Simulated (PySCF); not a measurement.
Species: CH7BFPSi.
Atom-mapped SMILES: `[CH3:1][B:2]([F:3])[PH:4][SiH3:5]` (hydrogens: H6, H7, H8 on C1; H9 on P4; H10, H11, H12 on Si5)

Level of theory: PBE0-D3(BJ)/def2-SVP geometry optimisation, gas phase (PySCF 2.14.0).

Task: What internal coordinates does the optimisation give?

Result: 
| bond | length (bohr) | order |
| --- | --- | --- |
| C1–B2 | 2.952 | single |
| B2–F3 | 2.524 | single |
| B2–P4 | 3.627 | single |
| P4–Si5 | 4.258 | single |
| C1–H6, C1–H7, C1–H8 | 2.082 | single |
| P4–H9 | 2.692 | single |
| Si5–H10, Si5–H11, Si5–H12 | 2.822 | single |

Bonds in one row agree within 0.02 bohr and their mean is given. Orders are formal, as drawn. A selection of angles:
| angle | degrees |
| --- | --- |
| B2–C1–H6 | 114.7 |
| B2–C1–H7 | 109.0 |
| H6–C1–H7 | 108.6 |
| H7–C1–H8 | 106.0 |
| C1–B2–F3 | 118.2 |
| C1–B2–P4 | 124.9 |
| F3–B2–P4 | 116.7 |
| B2–P4–Si5 | 99.7 |
| B2–P4–H9 | 98.5 |
| Si5–P4–H9 | 99.3 |
| P4–Si5–H10 | 108.5 |
| P4–Si5–H11 | 113.7 |
| H10–Si5–H11 | 108.5 |

Torsions: C1–B2–P4–Si5 -135° (anticlinal). The mirror-image conformer, all signs reversed, is as good.

Si5 (SiH3 silicon) is distorted tetrahedral (angles from 107.3° to 113.7°). P4 (three-coordinate phosphorus) is pyramidal (angles 99.7°, 99.3° and 98.5°, sum 297.6°, 0.85 Å off the plane of its three neighbours). B2 (three-coordinate boron) is planar (angles 124.9°, 118.2° and 116.7°, sum 359.9°, 0.04 Å off the plane of its three neighbours).

Point group: C1 (no symmetry element, even within 0.4 Å). No PBE0-D3(BJ)/def2-SVP frequencies stand behind this structure, so it isn't proved a minimum. The numbers are those of one conformer.
